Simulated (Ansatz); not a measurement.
Gas-phase reaction in SMILES: [GeH3][GeH2][GeH2][GeH2][GeH3] + 4 [H][H] (H2) -> 5 [GeH4] (GeH4)
Geometries: B3LYP-D3(BJ)/def2-TZVP minima from Ansatz (an electronic-structure program), one conformer each, not searched for the lowest.
Geometry of the first species:
SMILES: [GeH3][GeH2][GeH2][GeH2][GeH3]
```xyz
17

Ge     3.0687     0.3148    -1.0864
Ge     2.0603     0.9163     1.0503
Ge    -0.0739    -0.2427     1.2976
Ge    -1.4308     0.0559    -0.7082
Ge    -3.6079    -1.0224    -0.5041
H      4.4703     0.9319    -1.2417
H      2.1786     0.8154    -2.2376
H      3.1897    -1.2158    -1.1975
H      3.0145     0.5623     2.2093
H      1.8155     2.4385     1.0887
H     -0.8444     0.2728     2.5306
H      0.1836    -1.7496     1.5041
H     -1.6160     1.5639    -0.9748
H     -0.6677    -0.5329    -1.9125
H     -4.3748    -0.4274     0.6904
H     -4.4520    -0.8295    -1.7772
H     -3.4210    -2.5308    -0.2606
```

Wanted: energy of full hydrogenation (electronic energy difference), in eV. Cores are frozen in the correlated levels unless marked. No spin-orbit coupling. Frozen are the shells of the preceding noble gas and the d and f shells that filled before the atom's block. No relativistic terms. CBS(X,Y): correlation extrapolated as X^-3; Hartree-Fock from the larger set.

```csv
level,program,energy of full hydrogenation (eV)
PBE/def2-TZVPD,Ansatz,0.69
PBE-D4/def2-TZVPD,Ansatz + dftd4,0.96
BLYP-D4/def2-TZVPD,Ansatz + dftd4,0.86
B2GP-PLYP-D3(BJ)/def2-TZVPD,Ansatz + dftd3,0.86
PBE-QIDH/def2-TZVPD,Ansatz,0.61
SCS-MP2/aug-cc-pVDZ,Ansatz,-0.02
"CCSD(T)/CBS(cc-pVTZ,cc-pVQZ)",Ansatz,?
```

Q: What belongs in the gaps?

A: 
- CCSD(T)/CBS(cc-pVTZ,cc-pVQZ), energy of full hydrogenation (eV): 0.59
